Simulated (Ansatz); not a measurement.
Compare A (`CC[Se]BF`) with its isomer B (`CB[Se]CF`).

Calculated with Ansatz (gas phase, PBE0-D4/def2-TZVP geometries, no zero-point term in ΔE). CBS: MP2 limit from def2 TZ/QZ plus the TZ coupled-cluster correction, frozen cores. Functionals use def2-TZVPP. B3LYP here is the variant with VWN-RPA as its local correlation; programs differ in this. For Se outer-core shells are correlated without core-valence functions, which leaves a few kJ/mol of doubt a bond. Scalar relativity is left out up to krypton. Each species was taken in one conformer, which may not be the lowest.

A:

Z-matrix (Å, degrees):
```
C
C 1 1.512
H 1 1.091 2 111.1
H 1 1.094 2 110.1 3 -119.6
H 1 1.092 2 111.4 3 120.6
Se 2 1.965 1 113.0 3 -63.2
H 2 1.090 1 111.8 3 179.1
H 2 1.089 1 112.0 3 57.6
B 6 1.919 2 99.9 1 81.3
F 9 1.327 6 121.3 2 1.1
H 9 1.195 6 119.3 2 -179.4
```

B:

Z-matrix (Å, degrees):
```
C
B 1 1.556
H 1 1.097 2 109.1
H 1 1.096 2 109.7 3 114.8
H 1 1.091 2 115.5 3 -122.2
Se 2 1.914 1 121.1 3 121.7
H 2 1.197 1 122.3 3 -58.8
C 6 1.951 2 100.0 1 -178.7
F 8 1.369 6 111.3 2 94.8
H 8 1.091 6 107.9 2 -146.0
H 8 1.090 6 108.2 2 -25.2
```

(1) Which is lower in electronic energy at CCSD(T)/CBS, and by how much? (An estimate is asked.)

(2) Give E(B) − E(A) in kJ/mol with CCSD/def2-TZVPP, HF/def2-TZVPP, B3LYP, r2SCAN-D4, CCSD(T)/def2-TZVPP, B2PLYP, ωB97M-V. (Best estimate.)

Largest T1 diagnostic: 0.012.

Results:

(1) Computed: A, by 175.0 kJ/mol.

(2) Computed: CCSD/def2-TZVPP 175.6, HF/def2-TZVPP 175.2, B3LYP 166.1, r2SCAN-D4 168.1, CCSD(T)/def2-TZVPP 175.2, B2PLYP 172.4, ωB97M-V 169.7. None reverses the order clearly.

From PBE to PBE0 (25 % exact exchange), in def2-TZVPP and without D4, E(B) − E(A) moves by +5.0 kJ/mol.
